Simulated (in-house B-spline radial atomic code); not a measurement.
**Ionising the phosphorus ion P³⁺ with different functionals**

Computed with a B-spline radial code for spherical atoms: scalar-relativistic (spin-free X2C) Hamiltonian, Fermi nucleus of rms radius 3.1889 fm, spin-polarised at highest spin, spherical fractional occupations for the functionals, and exact exchange of hybrids averaged over the configuration. The ionisation energy is the difference of two self-consistent energies, [Ne] 3s2 → [Ne] 3s1, without Breit or QED terms; ε is the level of the shell that loses the electron (its least bound occupied spin orbital).

```csv
method,rung,ΔSCF (eV),-ε(3s) (eV)
PBE0,global hybrid,51.23,46.95
B3LYP,global hybrid,51.55,46.82
TPSSh,global hybrid,51.12,46.21
BHandHLYP,global hybrid,51.26,48.24
r2SCAN0,global hybrid,50.79,47.08
B97-1,global hybrid,51.53,46.67
HSE06,range-separated hybrid,51.24,46.58
wB97X,range-separated hybrid,51.00,49.58
CAM-B3LYP,range-separated hybrid,51.56,48.56
LC-wPBE,range-separated hybrid,51.28,50.08
```

(1) Among the functionals, which spreads more, the ΔSCF values or the orbital energies?

(2) How do they compare with the NIST value?

Results:

(1) The orbital energies: ΔSCF values span about 0.77 eV and the orbital energies 3.87 eV; here energy differences depend much less on the functional than eigenvalues do.

(2) NIST lists 51.444 eV (measured, ground level to ground level). Errors run from -0.65 to +0.12 eV; B97-1 is closest (+0.08 eV), but part of that can be cancellation, since the calculations leave out Breit-QED terms, the near-degeneracy of s² and p².
